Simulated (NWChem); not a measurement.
System: CH3N2S anion

The following NWChem deck was run.

```
start job
memory heap 200 mb stack 900 mb global 1100 mb
charge -1
geometry units angstroms noautosym nocenter noautoz
  N      1.159874    -1.172947     0.010874
  C      0.112167    -0.408126     0.015070
  N     -1.134234    -1.061050     0.043918
  S      0.037783     1.354135     0.003703
  H      1.991781    -0.587238     0.025580
  H     -1.088497    -2.018097    -0.290829
  H     -1.893999    -0.509919    -0.331356
end
basis spherical
  N library 6-31g*
  C library 6-31g*
  S library 6-31g*
  H library 6-31g*
end
dft
  xc hfexch
  iterations 150
  mulliken
end
task dft energy
esp
  recalculate
  probe 0.07
  range 0.3
  factor 1.0
  spacing 0.02
end
task esp
```

Parts of the log:

```
             Northwest Computational Chemistry Package (NWChem) 7.3.0
             --------------------------------------------------------

                             Geometry "geometry" -> ""
                             -------------------------

 Output coordinates in angstroms (scale by  1.889725989 to convert to a.u.)

  No.       Tag          Charge          X              Y              Z
 ---- ---------------- ---------- -------------- -------------- --------------
    1 N                    7.0000     1.15987400    -1.17294700     0.01087400
    2 C                    6.0000     0.11216700    -0.40812600     0.01507000
    3 N                    7.0000    -1.13423400    -1.06105000     0.04391800
    4 S                   16.0000     0.03778300     1.35413500     0.00370300
    5 H                    1.0000     1.99178100    -0.58723800     0.02558000
    6 H                    1.0000    -1.08849700    -2.01809700    -0.29082900
    7 H                    1.0000    -1.89399900    -0.50991900    -0.33135600

 Effective nuclear repulsion energy (a.u.)     145.3388012157

  xc_inp: hfexch multiplicative factor not found.

                                 NWChem DFT Module
                                 -----------------

 Summary of "ao basis" -> "ao basis" (spherical)
 ------------------------------------------------------------------------------
       Tag                 Description            Shells   Functions and Types
 ---------------- ------------------------------  ------  ---------------------
 N                           6-31g*                  6       14   3s2p1d
 C                           6-31g*                  6       14   3s2p1d
 S                           6-31g*                  8       18   4s3p1d
 H                           6-31g*                  2        2   2s

            General Information
            -------------------
          SCF calculation type: DFT
          Wavefunction type:  closed shell.
          No. of atoms     :     7
          No. of electrons :    40
           Alpha electrons :    20
            Beta electrons :    20
          Charge           :    -1
          Spin multiplicity:     1
          Use of symmetry is: off; symmetry adaption is: off
          Maximum number of iterations: 150
          AO basis - number of functions:    66
                     number of shells:    32
          Convergence on energy requested:  1.00D-06
          Convergence on density requested:  1.00D-05
          Convergence on gradient requested:  5.00D-04

              XC Information
              --------------
                     Hartree-Fock (Exact) Exchange  1.000

      Superposition of Atomic Density Guess
      -------------------------------------

 Sum of atomic energies:        -545.19810921

 Renormalizing density from      39.00 to     40

      Non-variational initial energy
      ------------------------------

 Total energy =    -555.517704
 1-e energy   =   -1064.335421
 2-e energy   =     363.478916
 HOMO         =       0.041705
 LUMO         =       0.362678

     ---------------------------------------------
      Total Density - Mulliken Population Analysis
     ---------------------------------------------

    Atom       Charge   Shell Charges
 -----------   ------   -------------------------------------------------------
    1 N    7     8.09   2.00  0.81  2.42  0.91  1.93  0.02
    2 C    6     5.08   2.00  0.63  1.34  0.42  0.61  0.07
    3 N    7     7.80   2.00  0.77  2.33  0.83  1.85  0.02
    4 S   16    16.92   2.00  2.00  5.96  1.18  2.70  0.69  2.39  0.02
    5 H    1     0.72   0.45  0.27
    6 H    1     0.71   0.44  0.26
    7 H    1     0.68   0.44  0.24

   convergence    iter        energy       DeltaE   RMS-Dens  Diis-err
 ---------------- ----- ----------------- --------- --------- ---------
 d= 0,ls=0.0,diis     1   -545.8788274721 -6.91D+02  1.86D-02  1.14D+00
 d= 0,ls=0.0,diis     2   -545.9833564882 -1.05D-01  7.14D-03  4.32D-01
 d= 0,ls=0.0,diis     3   -546.0330628582 -4.97D-02  1.92D-03  1.03D-02
 d= 0,ls=0.0,diis     4   -546.0350355583 -1.97D-03  8.71D-04  1.26D-03
 d= 0,ls=0.0,diis     5   -546.0353498281 -3.14D-04  4.02D-04  1.29D-04
  Resetting Diis
 d= 0,ls=0.0,diis     6   -546.0354050730 -5.52D-05  1.89D-04  2.96D-05
 d= 0,ls=0.0,diis     7   -546.0354159287 -1.09D-05  3.46D-05  2.38D-06
 d= 0,ls=0.0,diis     8   -546.0354167664 -8.38D-07  2.30D-05  6.16D-07
 d= 0,ls=0.0,diis     9   -546.0354170309 -2.65D-07  1.94D-05  2.33D-07
 d= 0,ls=0.0,diis    10   -546.0354171294 -9.85D-08  1.86D-06  5.64D-09

         Total DFT energy =     -546.035417129429
      One electron energy =    -1049.329206539898
           Coulomb energy =      402.710188280116
    Exchange-Corr. energy =      -44.755200085347
 Nuclear repulsion energy =      145.338801215700

 Numeric. integr. density =        0.000000000000

                       DFT Final Molecular Orbital Analysis
                       ------------------------------------

 Vector   18  Occ=2.000000D+00  E=-1.871601D-01
              MO Center= -3.1D-02, -8.3D-01,  5.9D-02, r^2= 2.5D+00
   Bfn.  Coefficient  Atom+Function         Bfn.  Coefficient  Atom+Function
  ----- ------------  ---------------      ----- ------------  ---------------
    33      0.386892  3 N  pz                37      0.384798  3 N  pz
     5     -0.348935  1 N  pz                 9     -0.303724  1 N  pz
    51     -0.176175  4 S  pz                19     -0.169243  2 C  pz
    23     -0.141145  2 C  pz                55     -0.112002  4 S  pz
    35     -0.106285  3 N  px                31     -0.089626  3 N  px

 Vector   19  Occ=2.000000D+00  E=-1.098214D-01
              MO Center=  7.0D-02,  1.2D+00, -1.6D-03, r^2= 2.1D+00
   Bfn.  Coefficient  Atom+Function         Bfn.  Coefficient  Atom+Function
  ----- ------------  ---------------      ----- ------------  ---------------
    49      0.618396  4 S  px                53      0.478374  4 S  px
    45     -0.239306  4 S  px                 8     -0.155427  1 N  py
     4     -0.145611  1 N  py                34      0.103123  3 N  s
    51      0.068802  4 S  pz                32      0.065326  3 N  py
    21      0.063126  2 C  px                36      0.061640  3 N  py

 Vector   20  Occ=2.000000D+00  E=-1.031460D-01
              MO Center=  2.3D-01,  8.8D-01,  9.7D-03, r^2= 2.6D+00
   Bfn.  Coefficient  Atom+Function         Bfn.  Coefficient  Atom+Function
  ----- ------------  ---------------      ----- ------------  ---------------
    51      0.572193  4 S  pz                55      0.454774  4 S  pz
     9     -0.253257  1 N  pz                 5     -0.249644  1 N  pz
    47     -0.221563  4 S  pz                49     -0.072613  4 S  px
    53     -0.056153  4 S  px                19     -0.029879  2 C  pz
    25      0.029569  2 C  d -1              45      0.027954  4 S  px

 Vector   21  Occ=0.000000D+00  E= 3.857918D-01
              MO Center= -5.6D-01, -9.1D-01, -1.9D-01, r^2= 4.1D+00
   Bfn.  Coefficient  Atom+Function         Bfn.  Coefficient  Atom+Function
  ----- ------------  ---------------      ----- ------------  ---------------
    34      1.147963  3 N  s                 64     -0.927442  6 H  s
    66     -0.811795  7 H  s                 23     -0.509047  2 C  pz
     9      0.375339  1 N  pz                 6      0.324625  1 N  s
    19     -0.319824  2 C  pz                62     -0.278386  5 H  s
    35     -0.261677  3 N  px                36     -0.240950  3 N  py

 Vector   22  Occ=0.000000D+00  E= 4.107366D-01
              MO Center= -7.0D-02, -7.0D-02, -8.4D-02, r^2= 4.5D+00
   Bfn.  Coefficient  Atom+Function         Bfn.  Coefficient  Atom+Function
  ----- ------------  ---------------      ----- ------------  ---------------
    66      0.840331  7 H  s                 34     -0.745421  3 N  s
    54     -0.634329  4 S  py                62      0.585365  5 H  s
     6     -0.555353  1 N  s                 23     -0.552993  2 C  pz
    52      0.546746  4 S  s                 22     -0.496383  2 C  py
    20     -0.473804  2 C  s                 37      0.379900  3 N  pz

[...]

                     NWChem Electrostatic Potential Fit Module
                     -----------------------------------------

 Atom parameters

 Number of atoms is                                    7
 Number of basis functions is                         66

 Grid parameters

 Maximum number of grid points is                  30927
 Number of grid points is                          30926
 Grid range                                     0.300000 nm
 Grid spacing                                   0.020000 nm
 Probe radius                                   0.070000 nm
 Atom radius factor                             1.000000

 Atomic radii

    1    0.100000
    6    0.147000
    7    0.140000
   16    0.174000
 FASTESP  F
  using M.O. file = ./job.movecs

    Atom              Coordinates                           Charge

                                                  ESP

    1 N     0.115987   -0.117295    0.001087   -0.995515
    2 C     0.011217   -0.040813    0.001507    0.908690
    3 N    -0.113423   -0.106105    0.004392   -0.944787
    4 S     0.003778    0.135414    0.000370   -0.946133
    5 H     0.199178   -0.058724    0.002558    0.303043
    6 H    -0.108850   -0.201810   -0.029083    0.346971
    7 H    -0.189400   -0.050992   -0.033136    0.327730
                                            ------------
                                               -1.000000

 Dipole moment                                  2.150491

 Quadrupole moment Qxx                         12.616345
                   Qyy                        -23.481426
                   Qzz                         10.865082

 RMS deviation kJ/mol                           0.128333

 RRMS %                                         5.496028
```

Level: Hartree-Fock/6-31G* (spherical d). Sets without diffuse functions describe the anion's extra electron poorly. The geometry was optimised at B3LYP/def2-SVPD.
